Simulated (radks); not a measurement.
Task: These are the eigenvalues of the occupied orbitals of an atom or ion with whole-number occupations (eV). Calculated with a radial shooting solver on a logarithmic mesh with Libxc functionals: non-relativistic Kohn-Sham, LDA (Slater exchange, Perdew-Wang correlation), spin-polarised, spherical densities, point nucleus.

| orbital | eigenvalue |
|---|---|
| 1s up | -12351.43 |
| 1s down | -12351.29 |
| 2s up | -1629.009 |
| 2s down | -1628.924 |
| 2p up | -1471.433 |
| 2p down | -1471.344 |
| 3s up | -274.0907 |
| 3s down | -273.9004 |
| 3p up | -219.7994 |
| 3p down | -219.5836 |
| 3d up | -123.1305 |
| 3d down | -122.8250 |
| 4s up | -75.6719 |

Which element is it, and in what charge state? The configuration may be excited. Open shells, if any, are filled with parallel spins first.

Result: Z = 34, selenium, charge +5: Se5+ in [Ar] 3d10 4s1. The list shows which subshells hold electrons but not how many an open one holds; the 1s level, -453.91 hartree, gives Z - s = 30.1 by -(Z - s)^2/2, which with screening narrows Z to a few neighbours, and the depths of the outer levels then fix element, charge and occupations together.
